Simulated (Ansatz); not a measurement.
AsNH₄ (SMILES N[AsH2]), singlet: a trajectory.

in.yaml

```yaml
crystal:
  periodic: [false, false, false]
  atoms:
    - {symbol: N, position_ang: [-0.263460, -0.893540, -0.053920]}
    - {symbol: As, position_ang: [-0.538190, 0.927210, -0.058170]}
    - {symbol: H, position_ang: [0.699700, -1.184510, 0.067300]}
    - {symbol: H, position_ang: [-0.824820, -1.366970, 0.644060]}
    - {symbol: H, position_ang: [0.242990, 1.146480, -1.322070]}
    - {symbol: H, position_ang: [0.683780, 1.371320, 0.722800]}
basis:
  gaussian: {orbitals: def2-SVP}
hamiltonian: {xc: hf}
md: {n_steps: 30, timestep: 0.5, temperature: 100, ensemble: nve, seed: 388, initial_velocities: maxwell_boltzmann}
```

Launched with

```bash
ansatz run in.yaml --threads 2 --pin off --events-out ev --progress --plain --max-ram 3481MiB
```

Output of Ansatz 0.2.0:

```
Functional definition: HF
  name "HF"
  cite "Fock, Z. Phys. 61, 126 (1930) doi:10.1007/BF01340294"
  parent pbe
  exchange = exact_x
  correlation = 0
710 factors; integrals over basis functions are off by at most 3.1e-4 eV
mean field evaluation 1: about -62329.7437 eV, gradient 2.6e1 eV
mean field evaluation 2: about -62329.7783 eV, gradient 2.6e1 eV
mean field evaluation 4: about -62331.4056 eV, gradient 2.3e0 eV
mean field evaluation 8: about -62331.4276 eV, gradient 1.3e-1 eV
mean field -62331.42770870 eV, -2290.6377185355 hartree, gradient 2.7e-5 eV, S^2 0.000000; 0 other end points of the search recorded, 0 dependent functions left out
the calculation of the forces begins
reference -62331.42770870 eV, -2290.6377185355 hartree; 22, 22 occupied and 44, 44 virtual orbitals, 710 factors
md step     0: t =     0.00 fs  T =   100.0 K  F+E_penalty+E_count = -62331.42770870 eV  E_kin = 0.051704 eV  conserved = -62331.37600470 eV  (33 SCF iters)
md step     1: t =     0.50 fs  T =    87.8 K  F+E_penalty+E_count = -62331.42122512 eV  E_kin = 0.045415 eV  conserved = -62331.37581018 eV  (25 SCF iters)
md step     2: t =     1.00 fs  T =    76.4 K  F+E_penalty+E_count = -62331.41515598 eV  E_kin = 0.039518 eV  conserved = -62331.37563808 eV  (25 SCF iters)
md step     3: t =     1.50 fs  T =    70.8 K  F+E_penalty+E_count = -62331.41218537 eV  E_kin = 0.036632 eV  conserved = -62331.37555368 eV  (25 SCF iters)
md step     4: t =     2.00 fs  T =    73.6 K  F+E_penalty+E_count = -62331.41363559 eV  E_kin = 0.038050 eV  conserved = -62331.37558599 eV  (25 SCF iters)
md step     5: t =     2.50 fs  T =    83.7 K  F+E_penalty+E_count = -62331.41900127 eV  E_kin = 0.043280 eV  conserved = -62331.37572176 eV  (26 SCF iters)
md step     6: t =     3.00 fs  T =    97.2 K  F+E_penalty+E_count = -62331.42616499 eV  E_kin = 0.050256 eV  conserved = -62331.37590855 eV  (26 SCF iters)
md step     7: t =     3.50 fs  T =   108.6 K  F+E_penalty+E_count = -62331.43223766 eV  E_kin = 0.056169 eV  conserved = -62331.37606841 eV  (26 SCF iters)
md step     8: t =     4.00 fs  T =   113.5 K  F+E_penalty+E_count = -62331.43478662 eV  E_kin = 0.058661 eV  conserved = -62331.37612542 eV  (25 SCF iters)
md step     9: t =     4.50 fs  T =   110.2 K  F+E_penalty+E_count = -62331.43300311 eV  E_kin = 0.056960 eV  conserved = -62331.37604360 eV  (26 SCF iters)
md step    10: t =     5.00 fs  T =   101.3 K  F+E_penalty+E_count = -62331.42822035 eV  E_kin = 0.052362 eV  conserved = -62331.37585801 eV  (26 SCF iters)
md step    11: t =     5.50 fs  T =    92.2 K  F+E_penalty+E_count = -62331.42333302 eV  E_kin = 0.047662 eV  conserved = -62331.37567072 eV  (26 SCF iters)
md step    12: t =     6.00 fs  T =    88.3 K  F+E_penalty+E_count = -62331.42122402 eV  E_kin = 0.045629 eV  conserved = -62331.37559502 eV  (25 SCF iters)
md step    13: t =     6.50 fs  T =    91.6 K  F+E_penalty+E_count = -62331.42304906 eV  E_kin = 0.047370 eV  conserved = -62331.37567922 eV  (24 SCF iters)
md step    14: t =     7.00 fs  T =    99.9 K  F+E_penalty+E_count = -62331.42751409 eV  E_kin = 0.051644 eV  conserved = -62331.37587018 eV  (24 SCF iters)
md step    15: t =     7.50 fs  T =   107.6 K  F+E_penalty+E_count = -62331.43167678 eV  E_kin = 0.055626 eV  conserved = -62331.37605106 eV  (26 SCF iters)
md step    16: t =     8.00 fs  T =   109.5 K  F+E_penalty+E_count = -62331.43271465 eV  E_kin = 0.056594 eV  conserved = -62331.37612054 eV  (25 SCF iters)
md step    17: t =     8.50 fs  T =   103.4 K  F+E_penalty+E_count = -62331.42948965 eV  E_kin = 0.053442 eV  conserved = -62331.37604814 eV  (26 SCF iters)
md step    18: t =     9.00 fs  T =    91.2 K  F+E_penalty+E_count = -62331.42305551 eV  E_kin = 0.047179 eV  conserved = -62331.37587630 eV  (26 SCF iters)
md step    19: t =     9.50 fs  T =    78.0 K  F+E_penalty+E_count = -62331.41603817 eV  E_kin = 0.040353 eV  conserved = -62331.37568557 eV  (26 SCF iters)
md step    20: t =    10.00 fs  T =    69.3 K  F+E_penalty+E_count = -62331.41139385 eV  E_kin = 0.035839 eV  conserved = -62331.37555478 eV  (25 SCF iters)
md step    21: t =    10.50 fs  T =    68.9 K  F+E_penalty+E_count = -62331.41116373 eV  E_kin = 0.035630 eV  conserved = -62331.37553408 eV  (25 SCF iters)
md step    22: t =    11.00 fs  T =    77.4 K  F+E_penalty+E_count = -62331.41566926 eV  E_kin = 0.040037 eV  conserved = -62331.37563264 eV  (25 SCF iters)
md step    23: t =    11.50 fs  T =    92.0 K  F+E_penalty+E_count = -62331.42336316 eV  E_kin = 0.047546 eV  conserved = -62331.37581694 eV  (26 SCF iters)
md step    24: t =    12.00 fs  T =   107.1 K  F+E_penalty+E_count = -62331.43136933 eV  E_kin = 0.055351 eV  conserved = -62331.37601791 eV  (25 SCF iters)
md step    25: t =    12.50 fs  T =   116.9 K  F+E_penalty+E_count = -62331.43658428 eV  E_kin = 0.060434 eV  conserved = -62331.37615001 eV  (33 SCF iters)
md step    26: t =    13.00 fs  T =   117.7 K  F+E_penalty+E_count = -62331.43701587 eV  E_kin = 0.060871 eV  conserved = -62331.37614502 eV  (25 SCF iters)
md step    27: t =    13.50 fs  T =   109.9 K  F+E_penalty+E_count = -62331.43281823 eV  E_kin = 0.056826 eV  conserved = -62331.37599236 eV  (25 SCF iters)
md step    28: t =    14.00 fs  T =    98.0 K  F+E_penalty+E_count = -62331.42640885 eV  E_kin = 0.050647 eV  conserved = -62331.37576201 eV  (25 SCF iters)
md step    29: t =    14.50 fs  T =    88.5 K  F+E_penalty+E_count = -62331.42136047 eV  E_kin = 0.045782 eV  conserved = -62331.37557866 eV  (24 SCF iters)
md step    30: t =    15.00 fs  T =    86.9 K  F+E_penalty+E_count = -62331.42049337 eV  E_kin = 0.044946 eV  conserved = -62331.37554754 eV  (34 SCF iters)
Total energy: -62331.42049337 eV, -2290.6374533771 hartree
Atom 0 at    -0.269482    -0.870330    -0.042550 Å, force     0.442167     0.199395    -0.668447 eV/Å
Atom 1 at    -0.532734     0.921043    -0.059623 Å, force    -0.987553     0.383639     0.356514 eV/Å
Atom 2 at     0.656371    -1.204287     0.057001 Å, force     0.733920    -0.181080    -0.098752 eV/Å
Atom 3 at    -0.843565    -1.370561     0.574621 Å, force    -0.901376    -0.444366     0.719967 eV/Å
Atom 4 at     0.081984     1.236451    -1.379317 Å, force     0.409889     0.044416    -0.212286 eV/Å
Atom 5 at     0.584971     1.440557     0.809768 Å, force     0.302953    -0.002003    -0.096996 eV/Å
Dipole moment:     0.214799    -0.109734     0.190482 e Å

[the SCF lines of later steps are left out]
```

The lines “mean field evaluation” count trial sets of orbitals through the whole run, from several starts and some on an approximate energy, so they need not fall steadily or lie above the final value.

The run took about 6.5 s on 2 CPU threads of an AMD EPYC 9R45 (shared host).
